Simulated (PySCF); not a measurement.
CH₆ClFSi₂, SMILES Cl[Si@@](F)(C)[SiH3].

Coordinates come from a PBE0-D3(BJ)/def2-SVP optimisation. The structure was generated by enumeration; whether it is a known compound was not checked.

Calculation: TDA-PBE/def2-SVPD in PySCF 2.14.0.

Vertical excitations. Isolated molecule, no solvent.

```tsv
state	energy (eV)	λ (nm)	f	main pairs
S1	6.27	198	0.017	HOMO→LUMO 90 %
S2	6.41	193	0.036	HOMO→LUMO+1 89 %
S3	6.70	185	0.094	HOMO→LUMO+2 92 %
S4	7.13	174	0.019	HOMO−1→LUMO 78 %, HOMO−1→LUMO+1 15 %
S5	7.19	173	0.032	HOMO−1→LUMO+1 49 %, HOMO→LUMO+3 31 %, HOMO−1→LUMO 11 %
S6	7.20	172	0.110	HOMO→LUMO+3 49 %, HOMO−1→LUMO+1 30 %
S7	7.41	167	0.011	HOMO−2→LUMO 80 %
S8	7.55	164	0.044	HOMO−2→LUMO+1 83 %
S9	7.56	164	0.008	HOMO→LUMO+4 82 %
S10	7.65	162	0.028	HOMO−1→LUMO+2 82 %
T1	5.60	221	0	HOMO→LUMO 97 %
T2	5.71	217	0	HOMO→LUMO+1 97 %
T3	6.45	192	0	HOMO→LUMO+2 77 %, HOMO→LUMO+3 22 %
T4	6.57	189	0	HOMO→LUMO+3 75 %, HOMO→LUMO+2 22 %
```
Triplets are in the Tamm–Dancoff approximation.
